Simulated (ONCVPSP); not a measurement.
What one change does to a pseudopotential (indium, ONCV)

| Property | Result |
| --- | --- |
| Element | In |
| Generator | ONCVPSP 4.0.1 |
| Type | optimised norm-conserving Vanderbilt (ONCV) |
| Functional | PBE |
| Relativity | fully relativistic |
| Frozen core | [Kr] 4d10 |
| Valence charge | 3 |
| Reference configuration | 5s2 5p1 |
| Partial waves | 5s: rc 2.30 bohr, ncon 5, nbas 9, qcut 2.2 1/bohr, 2 projectors, debl 1 Ha; 5p: rc 2.80 bohr, ncon 5, nbas 9, qcut 2.5 1/bohr, 2 projectors, debl 4 Ha |
| Local potential | polynomial inside 2.25 bohr (lpopt 2, dvloc0 1 Ha) |
| Core correction | none |

Open shells are filled in proportion to 2j + 1.

All-electron outer shells of the reference configuration (PBE, scalar-relativistic, ld1.x):

```csv
shell,level (eV),outermost node (bohr),outermost maximum (bohr)
4p,-78.13,0.42,0.82
4d,-18.62,0.40,0.94
5s,-8.21,1.02,2.16
5p,-2.52,1.14,2.85
```

Change: s: qcut 1.3.

Cutoffs: the cutoffs (Ha) at which the residual kinetic energy of the hardest occupied pseudo-wave falls to 1 and 0.1 mHa per electron; they do not see the model core or the augmentation charge, which bear on the density cutoff. Errors are all-electron minus pseudo energies relative to the spin-unpolarised reference configuration.

Problem. What does the change do?

Solution. The potential gets neither clearly harder nor softer (31 Ha and 41 Ha → 34 Ha and 42 Ha); the lowest positive-energy flag moves from s at 97.9 eV to s at 56.9 eV; the errors of the 4 common tests hardly move; neither file shows a bound ghost.

| quantity | base | changed |
| --- | --- | --- |
| cutoff, loose | 31 Ha | 34 Ha |
| cutoff, tight | 41 Ha | 42 Ha |
| loose cutoff by channel | s 31 Ha, p 3.5 Ha | s 34 Ha, p 3.5 Ha |
| bound ghosts | none | none |
| GHOST(+) flags under 300 eV | s at 97.9 eV | s at 56.9 eV |
| error for 5s2 5p0, meV [ΔE 5.37 eV] | +21 | +21 |
| error for 5s1 5p0, meV [ΔE 24.61 eV] | +100 | +98 |
| error for 5s2 5p0.5, meV [ΔE 1.95 eV] | +3.7 | +3.7 |
| error for 5s0 5p3, meV [ΔE 11.92 eV] | +111 | +114 |
| s: phases at 2.34 bohr within 0.05 rad from the reference energy up to (Ha; the scan ends near 5) | 2.4 | 1.9 |
| p3/2: phases at 2.85 bohr within 0.05 rad from the reference energy up to (Ha; the scan ends near 5) | 1.8 | 1.8 |
| p1/2: phases at 2.85 bohr within 0.05 rad from the reference energy up to (Ha; the scan ends near 5) | 1.8 | 1.8 |
